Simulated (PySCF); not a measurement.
Species: C₇H₁₁ (charge +1).
Numbering: `[CH3:1][c+:2]1[cH:3][c:4]1[CH:5]([CH3:6])[CH3:7]` (hydrogens: H8, H9, H10 on C1; H11 on C3; H12 on C5; H13, H14, H15 on C6; H16, H17, H18 on C7)

Geometry (GFN2-xTB, Å), atoms numbered from 1 in this order:
```
atom  x, y, z in Å
C1     2.642   -0.834   -0.653
C2     1.625    0.161   -0.457
C3     1.260    1.478   -0.287
C4     0.275    0.507   -0.281
C5    -1.117    0.138   -0.149
C6    -1.898    1.173    0.669
C7    -1.276   -1.291    0.383
H8     2.857   -1.298    0.316
H9     2.293   -1.634   -1.306
H10    3.566   -0.398   -1.029
H11    1.538    2.505   -0.211
H12   -1.505    0.160   -1.181
H13   -1.788    2.170    0.252
H14   -2.952    0.915    0.669
H15   -1.551    1.182    1.699
H16   -0.744   -2.007   -0.237
H17   -2.328   -1.560    0.387
H18   -0.906   -1.361    1.403
```

Level of theory: PySCF, TDDFT PBE0/def2-SVPD, vertical, gas phase, core orbitals frozen in the response.

Kohn–Sham orbitals with the atoms that hold most of them (Löwdin shares over 4%, at most four atoms; ? is withheld):

```tsv
orbital	ε (eV)	atoms
HOMO-3	-14.78	C7 32%, H17 18%, C4 10%, C6 8%
HOMO-2	-14.46	C6 22%, C5 12%, H14 12%, C4 10%
HOMO-1	-14.02	?
HOMO	?	C6 20%, C5 19%, C7 18%, H13 9%
LUMO	-6.31	?
LUMO+1	-6.14	C2 35%, C4 32%, C1 8%, C5 7%
LUMO+2	-3.54	C2 16%, C1 16%, C3 13%, C4 12%
```

Question: Give the leading atoms of the HOMO-1.

Answer: C5 (bonded to 3 C and H) 21%; C6 (bonded to C and 3 H) 17%; C7 (bonded to C and 3 H) 16%; H12 (bonded to C) 10%. By element: carbon 54% or more, hydrogen 10% or more.

Question: Give the leading atoms of the LUMO.

Answer: C3 (bonded to 2 C and H) 48%; C4 (bonded to 3 C) 19%; C2 (bonded to 3 C) 17%; H11 (bonded to C) 7%. By element: carbon 83% or more, hydrogen 7% or more.

Question: What is the HOMO energy, and the HOMO–LUMO gap?

Answer: ε(HOMO) = -13.98 eV; the gap is 7.67 eV (0.2818 hartree).

Question: The HOMO–LUMO gap is 7.67 eV. Where does the response calculation put the lowest singlet, and from which orbitals?

Answer: S1 is at 6.17 eV (f = 0.0046), 1.50 eV below the gap, made of HOMO→LUMO+1 (37%), HOMO→LUMO (36%). Its leading pair isn't HOMO and LUMO; the energies of that pair differ by 7.84 eV. Without the coupling terms of the response equations the lowest excitation would equal the gap.

Next come S2 at 6.32 eV (f 0.0004), HOMO→LUMO (37%), HOMO→LUMO+1 (28%), HOMO-2→LUMO (11%); S3 at 6.55 eV (f 0.011), HOMO-1→LUMO (48%), HOMO-2→LUMO (28%); S4 at 6.73 eV (f 0.070), HOMO-1→LUMO+1 (64%), HOMO-2→LUMO (18%); S5 at 6.76 eV (f 0.027), HOMO-1→LUMO (30%), HOMO-2→LUMO+1 (28%), HOMO-2→LUMO (24%).

Time: 36 s of wall time; peak memory 0.92 GiB. Hardware: an Arm Neoverse V1 with one thread (shared host).

One conformer stands for the species.
